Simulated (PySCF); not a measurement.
## Working out the ionisation energy of Ti

Ti [Ar] 3d2 4s2 (3F) → Ti⁺ [Ar] 3d2 4s1 (4F). Computed with PySCF 2.14 in cc-pVTZ-DK (7s6p4d2f1g, 68 functions), with scalar relativity by spin-free X2C-1e. Frozen: [Ar]. Energies in hartree (1 hartree = 27.21139 eV):

```
             part   Ti (lower)  Ti⁺ (upper)
              UHF  -852.747505  -852.543294
MP2 opposite-spin    -0.029484     0.000000
    MP2 same-spin    -0.010617    -0.011084
```

What does Hartree-Fock give?

(-852.543294) − (-852.747505) = 0.204211 hartree = 5.557 eV.

What do MP2 and SCS-MP2 (6/5 opposite-spin, 1/3 same-spin) give?

The opposite-spin parts differ by 0.802 eV and the same-spin parts by -0.013 eV. MP2: 5.557 + (0.802) + (-0.013) = 6.346 eV. SCS-MP2: 5.557 + 1.2 × (0.802) + (-0.013)/3 = 6.515 eV.

Measured between the centres of the two terms (NIST): 6.828 eV, so MP2 (valence) is off by -0.482 eV.

What remains against the reference includes basis incompleteness, the frozen core and correlation beyond second order.
